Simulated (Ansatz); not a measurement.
Ansatz (an electronic-structure program) input (B3LYP-D3(BJ)/def2-TZVP):

Ansatz 0.2 input:
```yaml
crystal:
  periodic: [false, false, false]
  atoms:
    - {symbol: Ba, position_ang: [0.00000000, 0.00000000, 0.00000000]}
    - {symbol: F, position_ang: [-0.00000000, -0.00000000, -2.23093736]}
    - {symbol: F, position_ang: [0.00000000, 0.00000000, 2.23093736]}
basis:
  gaussian:
    orbitals: def2-TZVP
hamiltonian:
  xc: b3lyp
  dispersion: d3bj
total_charge: 1
magnetization: {spin_polarized: true, initial_magnetization: 1}
phonons: {temperatures: {t_min: 298.15, t_max: 298.15, t_step: 100}}
```

Output:

```
Functional definition: B3LYP
integrals: 0.02 GiB planned
599 factors; their error is unknown
mean field: 0.31 GiB planned
mean field evaluation 1: about -6105.4695 eV, gradient 7.9e1 eV
mean field evaluation 2: about -5796.5276 eV, gradient 2.4e2 eV
mean field evaluation 4: about -6124.1876 eV, gradient 3.5e0 eV
mean field evaluation 8: about -6124.2313 eV, gradient 1.2e-1 eV
mean field evaluation 16: about -6124.2560 eV, gradient 3.6e-5 eV
mean field -6124.25603578 eV, -225.0622581450 hartree, gradient 1.1e-5 eV, S^2 0.758202; 2 other end points of the search recorded, 0 dependent functions left out
the calculation of the forces begins
reference -6124.25627519 eV, -225.0622669431 hartree; 14, 13 occupied and 88, 89 virtual orbitals, 599 factors
these checks for a lower state are left out or cut short: stability, starts, cluster_reference, orbital_swaps, neighbouring_geometries, increment
integrals: 0.02 GiB planned
599 factors; their error is unknown
mean field: 0.31 GiB planned
mean field evaluation 32: about -6124.2560 eV, gradient 9.6e-7 eV
mean field -6124.25603473 eV, -225.0622581065 hartree, gradient 9.6e-7 eV, S^2 0.758202; 0 other end points of the search recorded, 0 dependent functions left out
the calculation of the forces begins
reference -6124.25627414 eV, -225.0622669046 hartree; 14, 13 occupied and 88, 89 virtual orbitals, 599 factors
these checks for a lower state are left out or cut short: stability, starts, cluster_reference, orbital_swaps, neighbouring_geometries, increment
integrals: 0.02 GiB planned
599 factors; their error is unknown
mean field: 0.31 GiB planned
mean field -6124.25603473 eV, -225.0622581065 hartree, gradient 9.6e-7 eV, S^2 0.758202; 0 other end points of the search recorded, 0 dependent functions left out
the calculation of the forces begins
reference -6124.25627414 eV, -225.0622669046 hartree; 14, 13 occupied and 88, 89 virtual orbitals, 599 factors
these checks for a lower state are left out or cut short: stability, starts, cluster_reference, orbital_swaps, neighbouring_geometries, increment
integrals: 0.02 GiB planned
599 factors; their error is unknown
mean field: 0.31 GiB planned
mean field -6124.25603473 eV, -225.0622581065 hartree, gradient 9.6e-7 eV, S^2 0.758202; 0 other end points of the search recorded, 0 dependent functions left out
the calculation of the forces begins
reference -6124.25627414 eV, -225.0622669046 hartree; 14, 13 occupied and 88, 89 virtual orbitals, 599 factors
these checks for a lower state are left out or cut short: stability, starts, cluster_reference, orbital_swaps, neighbouring_geometries, increment
integrals: 0.02 GiB planned
599 factors; their error is unknown
mean field: 0.31 GiB planned
mean field -6124.25603473 eV, -225.0622581065 hartree, gradient 9.6e-7 eV, S^2 0.758202; 0 other end points of the search recorded, 0 dependent functions left out
the calculation of the forces begins
reference -6124.25627414 eV, -225.0622669046 hartree; 14, 13 occupied and 88, 89 virtual orbitals, 599 factors
these checks for a lower state are left out or cut short: stability, starts, cluster_reference, orbital_swaps, neighbouring_geometries, increment
integrals: 0.02 GiB planned
599 factors; their error is unknown
mean field: 0.31 GiB planned
mean field -6124.25600650 eV, -225.0622570690 hartree, gradient 8.4e-6 eV, S^2 0.758201; 0 other end points of the search recorded, 0 dependent functions left out
the calculation of the forces begins
reference -6124.25624591 eV, -225.0622658672 hartree; 14, 13 occupied and 88, 89 virtual orbitals, 599 factors
these checks for a lower state are left out or cut short: stability, starts, cluster_reference, orbital_swaps, neighbouring_geometries, increment
integrals: 0.02 GiB planned
599 factors; their error is unknown
mean field: 0.31 GiB planned
mean field evaluation 64: about -6124.2560 eV, gradient 5.1e-2 eV
mean field -6124.25600650 eV, -225.0622570690 hartree, gradient 8.4e-6 eV, S^2 0.758201; 0 other end points of the search recorded, 0 dependent functions left out
the calculation of the forces begins
reference -6124.25624591 eV, -225.0622658672 hartree; 14, 13 occupied and 88, 89 virtual orbitals, 599 factors
these checks for a lower state are left out or cut short: stability, starts, cluster_reference, orbital_swaps, neighbouring_geometries, increment
integrals: 0.02 GiB planned
599 factors; their error is unknown
mean field: 0.31 GiB planned
mean field -6124.25603552 eV, -225.0622581354 hartree, gradient 1.6e-6 eV, S^2 0.758202; 0 other end points of the search recorded, 0 dependent functions left out
the calculation of the forces begins
reference -6124.25627493 eV, -225.0622669336 hartree; 14, 13 occupied and 88, 89 virtual orbitals, 599 factors
these checks for a lower state are left out or cut short: stability, starts, cluster_reference, orbital_swaps, neighbouring_geometries, increment
integrals: 0.02 GiB planned
599 factors; their error is unknown
mean field: 0.31 GiB planned
mean field -6124.25603552 eV, -225.0622581354 hartree, gradient 1.6e-6 eV, S^2 0.758202; 0 other end points of the search recorded, 0 dependent functions left out
the calculation of the forces begins
reference -6124.25627493 eV, -225.0622669336 hartree; 14, 13 occupied and 88, 89 virtual orbitals, 599 factors
these checks for a lower state are left out or cut short: stability, starts, cluster_reference, orbital_swaps, neighbouring_geometries, increment
integrals: 0.02 GiB planned
599 factors; their error is unknown
mean field: 0.31 GiB planned
mean field -6124.25603552 eV, -225.0622581354 hartree, gradient 1.6e-6 eV, S^2 0.758202; 0 other end points of the search recorded, 0 dependent functions left out
the calculation of the forces begins
reference -6124.25627493 eV, -225.0622669336 hartree; 14, 13 occupied and 88, 89 virtual orbitals, 599 factors
these checks for a lower state are left out or cut short: stability, starts, cluster_reference, orbital_swaps, neighbouring_geometries, increment
integrals: 0.02 GiB planned
599 factors; their error is unknown
mean field: 0.31 GiB planned
mean field evaluation 96: about -6124.2560 eV, gradient 4.6e-6 eV
mean field -6124.25603552 eV, -225.0622581354 hartree, gradient 1.6e-6 eV, S^2 0.758202; 0 other end points of the search recorded, 0 dependent functions left out
the calculation of the forces begins
reference -6124.25627493 eV, -225.0622669336 hartree; 14, 13 occupied and 88, 89 virtual orbitals, 599 factors
these checks for a lower state are left out or cut short: stability, starts, cluster_reference, orbital_swaps, neighbouring_geometries, increment
integrals: 0.02 GiB planned
599 factors; their error is unknown
mean field: 0.31 GiB planned
mean field -6124.25601105 eV, -225.0622572361 hartree, gradient 8.4e-6 eV, S^2 0.758187; 0 other end points of the search recorded, 0 dependent functions left out
the calculation of the forces begins
reference -6124.25625038 eV, -225.0622660315 hartree; 14, 13 occupied and 88, 89 virtual orbitals, 599 factors
these checks for a lower state are left out or cut short: stability, starts, cluster_reference, orbital_swaps, neighbouring_geometries, increment
integrals: 0.02 GiB planned
599 factors; their error is unknown
mean field: 0.31 GiB planned
mean field -6124.25602057 eV, -225.0622575861 hartree, gradient 8.3e-6 eV, S^2 0.758216; 0 other end points of the search recorded, 0 dependent functions left out
the calculation of the forces begins
reference -6124.25626006 eV, -225.0622663871 hartree; 14, 13 occupied and 88, 89 virtual orbitals, 599 factors
Total energy: -6124.30421367 eV, -225.0640286498 hartree
Atom 0 at     0.000000     0.000000     0.000000 Å, force    -0.000000    -0.000000     0.000000 eV/Å
Atom 1 at    -0.000000    -0.000000    -2.230937 Å, force    -0.000000     0.000000    -0.000068 eV/Å
Atom 2 at     0.000000     0.000000     2.230937 Å, force     0.000000     0.000000     0.000068 eV/Å
Dipole moment:     0.000000     0.000000     0.000000 e Å
Vibrations: 55.41 55.41 292.66 340.41 cm⁻¹, zero-point energy 0.046115 eV
```
